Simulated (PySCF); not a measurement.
Isomers of C8H14, from PBE0-D3(BJ)/def2-SVP geometry optimisation, gas phase (PySCF 2.14.0). One conformer each, no zero-point energy, no frequencies.

Question: Which isomer lies lowest at this level?
A. `[CH2:1]1[CH2:2][C@H:3]2[CH2:4][CH2:5][CH2:6][C@H:7]2[CH2:8]1` with C8–C1–C2–C3 -40°, C1–C2–C3–C4 -91°, C2–C3–C4–C5 140°, C3–C4–C5–C6 -40°: A = 3453, B = 1984, C = 1527 MHz, dipole 0.08 D
B. `[CH2:1]=[CH:2][CH2:3][CH:4]1[CH2:5][CH2:6][CH2:7][CH2:8]1` with C1–C2–C3–C4 -119°, C2–C3–C4–C5 -178°, C3–C4–C5–C6 -166°, C4–C5–C6–C7 28°, C5–C6–C7–C8 -4°, C6–C7–C8–C4 -21°: A = 4761, B = 1112, C = 970.1 MHz, dipole 0.39 D
C. `[CH2:1]1[CH2:2][CH2:3][C:4]2([CH2:5][CH2:6]1)[CH2:7][CH2:8]2` with C6–C1–C2–C3 -55°, C1–C2–C3–C4 54°, C2–C3–C4–C5 -54°, C3–C4–C5–C6 54°: A = 3524, B = 1756, C = 1422 MHz, dipole 0.19 D
D. `[CH:1]1=[CH:2]/[CH2:3][CH2:4][CH2:5][CH2:6][CH2:7][CH2:8]/1` with C1–C2–C3–C4 86°, C2–C3–C4–C5 -49°, C3–C4–C5–C6 80°, C4–C5–C6–C7 -112°: A = 2954, B = 1954, C = 1325 MHz, dipole 0.85 D

Answer: A. That is `C1C[C@H]2CCC[C@H]2C1`, 15.3 kcal/mol below the next.

| SMILES | mapped SMILES | E (Eh) | relative (kcal/mol) | relative (kJ/mol) | dipole (D) |
| --- | --- | --- | --- | --- | --- |
| C1C[C@H]2CCC[C@H]2C1 | [CH2:1]1[CH2:2][C@H:3]2[CH2:4][CH2:5][CH2:6][C@H:7]2[CH2:8]1 | -312.71226 | 0.0 | 0.0 | 0.08 |
| C1CCC2(CC1)CC2 | [CH2:1]1[CH2:2][CH2:3][C:4]2([CH2:5][CH2:6]1)[CH2:7][CH2:8]2 | -312.68791 | 15.3 | 63.9 | 0.19 |
| C=CCC1CCCC1 | [CH2:1]=[CH:2][CH2:3][CH:4]1[CH2:5][CH2:6][CH2:7][CH2:8]1 | -312.67386 | 24.1 | 100.8 | 0.39 |
| C1=C/CCCCCC/1 | [CH:1]1=[CH:2]/[CH2:3][CH2:4][CH2:5][CH2:6][CH2:7][CH2:8]/1 | -312.66028 | 32.6 | 136.5 | 0.85 |

As drawn, the highest has a C=C bond outside aromatic rings, which the lowest lacks.
